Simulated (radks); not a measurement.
Fractional charge and spin in the 4s shell of zinc: the spin-up occupation runs from 0 to 1 and the spin-down occupation from 0 to 1; the fullest corner is Zn, [Ar] 3d10 4s(up 1, down 1). Calculated with a radial shooting solver on a logarithmic mesh with Libxc functionals: scalar-relativistic Kohn-Sham, PBEsol, spin-polarised, spherical densities, finite nucleus; Fermi nuclear charge, rms radius of each element as measured or else 0.836 A^(1/3) + 0.57 fm. Energy (eV) above the fullest corner. The planes named below are the two flat planes that join the four corners, with an edge along up + down = one added electron.

\begin{tabular}{lrrrrr}
down \ up & 0 & 0.25 & 0.5 & 0.75 & 1 \\ \hline
0 & 28.249 & 22.800 & 17.870 & 13.457 & 9.561 \\
0.25 & 22.800 & 17.968 & 13.640 & 9.815 & 6.491 \\
0.5 & 17.870 & 13.640 & 9.900 & 6.647 & 3.878 \\
0.75 & 13.457 & 9.815 & 6.647 & 3.950 & 1.717 \\
1 & 9.561 & 6.491 & 3.878 & 1.717 & 0.000 \\
\end{tabular}

Corners above the fullest one (they belong to Zn+ and the next ion): (up 1, down 0) 9.561 eV, (up 0, down 1) 9.561 eV, (up 0, down 0) 28.249 eV. With half an added electron in each spin the energy lies 0.339 eV from the planes (fractional-spin error, the static-correlation error of a stretched bond), and with half an added electron in spin up alone -1.035 eV (fractional-charge error). For a frontier s shell over closed shells the exact functional lies on the planes.
